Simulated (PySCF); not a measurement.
**Electron correlation in Be (beryllium, neutral)**

[He] 2s1 3s1, high-spin 3S determinant (an excited configuration). Computed with PySCF 2.14 in aug-cc-pVDZ, with the non-relativistic Hamiltonian (point nucleus). Frozen: 1s2; 2 electrons correlated.

With two correlated electrons CCSD is exact within the correlated space (frozen core and kept virtual orbitals).

```csv
level,correlation energy (mhartree)
CCSD,-4.57
```

Diagnostics: T1 = 0.0093, D1 = 0.0186, largest double amplitude 0.064.

The outer electron is Rydberg-like, and this basis confines it to a smaller radius and binds it less than a complete one would.

Cost of the coupled-cluster step: roughly 0.05 core-seconds, for 2 correlated electrons.

Iterations:

```
CC2 = 0
CCSD nocc = (np.int64(2), np.int64(0)), nmo = (22, 22)
frozen orbitals [[0], [0]]
max_cycle = 100
direct = 0
conv_tol = 1e-08
conv_tol_normt = 1e-06
diis_space = 8
diis_start_cycle = 0
Init t2, MP2 energy = -0.00175417789957532
Init E_corr(UCCSD) = -0.00175417789957548
cycle = 1  E_corr(UCCSD) = -0.00276197443864254  dE = -0.00100779654  norm(t1,t2) = 0.0316228
cycle = 2  E_corr(UCCSD) = -0.00338578513453051  dE = -0.000623810696  norm(t1,t2) = 0.0208579
cycle = 3  E_corr(UCCSD) = -0.00457116163744147  dE = -0.0011853765  norm(t1,t2) = 0.013946
cycle = 4  E_corr(UCCSD) = -0.00456505615446295  dE = 6.10548298e-06  norm(t1,t2) = 0.00136975
cycle = 5  E_corr(UCCSD) = -0.0045801701824746  dE = -1.5114028e-05  norm(t1,t2) = 0.000522362
cycle = 6  E_corr(UCCSD) = -0.00457081068886981  dE = 9.3594936e-06  norm(t1,t2) = 9.28313e-05
cycle = 7  E_corr(UCCSD) = -0.0045729875301395  dE = -2.17684127e-06  norm(t1,t2) = 2.68032e-05
cycle = 8  E_corr(UCCSD) = -0.00457300383096796  dE = -1.63008285e-08  norm(t1,t2) = 3.15804e-07
cycle = 9  E_corr(UCCSD) = -0.00457299467992657  dE = 9.15104139e-09  norm(t1,t2) = 2.2893e-07
UCCSD converged
E(UCCSD) = -14.37900962508243  E_corr = -0.00457299467992657
```
